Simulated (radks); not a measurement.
Values are calculated unless marked as measured or tabulated.
Initial-state core-level shifts of neutral selenium when its valence configuration changes from [Ar] 3d10 4s2 4p4. Level of theory: scalar-relativistic Kohn-Sham, PBEsol, spin-polarised, spherical densities, finite nucleus; open shells are filled with parallel spins first; Fermi nuclear charge, rms radius 4.14 fm (a radial shooting solver on a logarithmic mesh with Libxc functionals). Shifts are changes of the shell-averaged eigenvalues in eV (positive: less bound); the change of the density at the nucleus, which sets a Mossbauer isomer shift, is in e/bohr^3, on a base of 4.02e+04.

| valence | 2s | 2p | 3s | 3p | density at nucleus |
|---|---|---|---|---|---|
| 3d9 4s2 4p5 | -15.624 | -15.506 | -12.140 | -11.907 | +15.959 |
| 3d10 4s1.5 4p4.5 | -0.833 | -0.830 | -0.847 | -0.842 | -13.876 |
| 3d10 4s1 4p5 | -1.659 | -1.653 | -1.687 | -1.679 | -27.901 |
| 3d9.5 4s2 4p4.5 | -7.699 | -7.640 | -6.043 | -5.925 | +7.823 |
| 3d10 4p6 | -3.286 | -3.274 | -3.332 | -3.314 | -57.462 |
| 3d8 4s2 4p6 | -32.150 | -31.917 | -24.493 | -24.038 | +33.109 |
